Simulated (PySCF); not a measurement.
In(H)(Et)(OH) (C₂H₇InO), SMILES C[CH2][InH][OH].

Coordinates come from a B3LYP-D3(BJ)/def2-SVP optimisation. The structure was generated by enumeration; whether it is a known compound was not checked. The def2 effective core potentials stand for the cores of In; spin–orbit coupling is left out. Other conformers were not sampled.

The numbers are results of M06-2X/def2-TZVP in PySCF, not measurements.

Symmetry labels are those of the subgroup Cs that the program uses (full group Cs).

### Question
List the valence orbital energies around the gap with their symmetry. (An estimate is asked for; the answer gives what the named calculation found.)

### Answer

```tsv
orbital	symmetry	energy (eV)
HOMO−7	A"	-13.95
HOMO−6	A'	-13.37
HOMO−5	A'	-12.09
HOMO−4	A'	-11.35
HOMO−3	A"	-11.28
HOMO−2	A'	-9.80
HOMO−1	A"	-9.64
HOMO	A'	-8.46
LUMO	A"	-0.74
LUMO+1	A'	0.23
LUMO+2	A'	0.60
LUMO+3	A'	1.66
```
